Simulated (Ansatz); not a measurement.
A family of molecules: the atomisation energy (no zero-point term)

One atom is swapped for its congeners: CH5GaO `C[O][GaH2]`; CH5GaS `C[S][GaH2]`; Se(CH3)(GaH2). All are singlets with charge 0.

Shapes, held fixed at every level: PBE0-D4/def2-TZVP. Programs: Ansatz 0.2.0. Values in eV.

| level | CH5GaO | CH5GaS | Se(CH3)(GaH2) |
| --- | --- | --- | --- |
| PBE0-D4/def2-TZVPP | 26.41 | 25.27 | 24.65 |
| wB97M-V/def2-TZVPP | 26.60 | 25.35 | 24.59 |
| wB97X-V/def2-TZVPP | 26.73 | 25.47 | 24.82 |
| B2PLYP/def2-TZVPP | 26.35 | 24.94 | 24.37 |
| MP2/def2-TZVPP | 26.45 | 24.92 | 24.39 |
| CCSD(T)/def2-SVP | 25.37 | 23.92 | 23.38 |
| CCSD(T)/def2-TZVPP | 26.20 | 24.85 | 24.35 |

At CCSD(T)/def2-TZVPP the atomisation energy falls at every step, from 26.20 to 24.35 eV. Every level shows the same order. Relativity is left out for Ga, Se unless named. Correlated rows may include outer-core shells of Ga, Se, which these sets cover unevenly. Spin-orbit coupling, which grows down the group, is left out (summed over each molecule's free atoms 0.08, 0.10, 0.19 eV).
